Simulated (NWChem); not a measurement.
CH4F2O2Si; SMILES O[Si](O)(F)CF

```xyz
10

O     -1.2317     0.5050     1.1202
Si     0.0186     0.3923     0.0572
O      1.1998     1.4338     0.5062
F     -0.5560     0.7590    -1.4142
C      0.7932    -1.3110    -0.0316
F     -0.1932    -2.2403    -0.3134
H     -2.0629     0.0846     0.8806
H      0.9437     2.3197     0.7795
H      1.2737    -1.5706     0.9279
H      1.5733    -1.3594    -0.8115
```
Atoms are numbered in this order, from 1.

All runs: NWChem. Pople sets run with spherical d functions. Coordinates come from a PBE0/def2-SVP optimisation. Vzz is the largest principal value of the second derivative of the potential at the nucleus (NWChem prints the opposite sign); η is the asymmetry. Non-relativistic.

| level | Vzz O1 (a.u.) | η O1 | Vzz O3 (a.u.) | η O3 |
|---|---|---|---|---|
| Hartree-Fock/def2-TZVP | 1.441 | 0.53 | 1.451 | 0.51 |
| Hartree-Fock/6-31G* | 1.428 | 0.56 | 1.436 | 0.54 |
| PBE/def2-SVP | ___ | 0.55 | ___ | 0.52 |
| PBE/cc-pVTZ | 1.349 | 0.54 | 1.364 | 0.52 |

Q: Complete the blanks.

A: 
- PBE/def2-SVP, Vzz O1 (a.u.): 1.390
- PBE/def2-SVP, Vzz O3 (a.u.): 1.400
